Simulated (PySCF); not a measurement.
Species: C8H12ClN.
Atom-mapped SMILES: `[CH3:1][N:2]([CH3:3])[C:4]1=[CH:5][CH2:6][CH2:7][CH:8]=[C:9]1[Cl:10]`

Cartesian coordinates in Å at the GFN2-xTB level; atoms count from 1:
```xyz
22
C8H12ClN angstrom
C     -2.3862   -0.6620   -0.7631
N     -1.5712   -0.0127    0.2335
C     -2.0596    1.3101    0.5658
C     -0.1893   -0.1660    0.1300
C      0.4616   -0.6525   -0.9402
C      1.9444   -0.8822   -0.9165
C      2.6319    0.1820   -0.0647
C      1.9362    0.2793    1.2605
C      0.6160    0.1259    1.3233
Cl    -0.1902    0.1477    2.8586
H     -2.0659   -1.6961   -0.8750
H     -2.3480   -0.1655   -1.7433
H     -3.4199   -0.6522   -0.4165
H     -2.1551    1.9414   -0.3295
H     -3.0417    1.2215    1.0328
H     -1.3862    1.8025    1.2607
H     -0.0648   -0.9357   -1.8364
H      2.3401   -0.8627   -1.9328
H      2.1529   -1.8757   -0.4997
H      2.5790    1.1525   -0.5717
H      3.6848   -0.0617    0.0796
H      2.5209    0.4815    2.1437
```

NICS = −σ at a ghost point: NICS(0) at the centroid of the ring atoms, NICS(1) 1 Å to either side along the normal of their mean plane, zz for the tensor component along that normal. Level: GIAO PBE0/pcSseg-1 (PySCF, non-relativistic, gas phase) on the GFN2-xTB geometry, one conformer.

Ring bond lengths (Å), with Mayer bond orders in brackets: C4–C5 1.344 (1.74), C5–C6 1.501 (1.04), C6–C7 1.527 (1.06), C7–C8 1.500 (1.04), C8–C9 1.331 (1.80), C9–C4 1.469 (0.98).

Q: What do the NICS probes read (ppm)?

A: 
```
             ring                                                    type  NICS(0)  NICS(1), two faces  NICS(1)zz, two faces  rms pucker (Å)  centre to ring atoms, mean (Å)
C4–C5–C6–C7–C8–C9  6-membered carbocycle; formal bonds 2 double, 4 single     -0.3         -2.1 / -2.3             3.1 / 2.7            0.19                            1.42
```

Q: What do they say, and how far can they be read as aromaticity?

A: 
- C4–C5–C6–C7–C8–C9: mean NICS(1)zz 2.9 ppm, near zero. C6, C7 have four or more neighbours; no verdict on aromaticity is drawn.

Q: Give the inner angles of the rings and the Hirshfeld charges of the ring atoms.

A: 
- C4–C5–C6–C7–C8–C9: C4 117.0° (+0.029 e), C5 121.4° (-0.075 e), C6 110.3° (-0.071 e), C7 109.2° (-0.067 e), C8 119.6° (-0.053 e), C9 121.9° (+0.005 e); sum 699.5° against 720° for a flat convex ring.

On one thread, Arm Neoverse N1 (aarch64), shared host with 32 logical CPUs at a one-minute load of 25, this took 99 s and 1.1 GiB of memory at its peak. This is the whole shielding run at PBE0/pcSseg-1, SCF included.
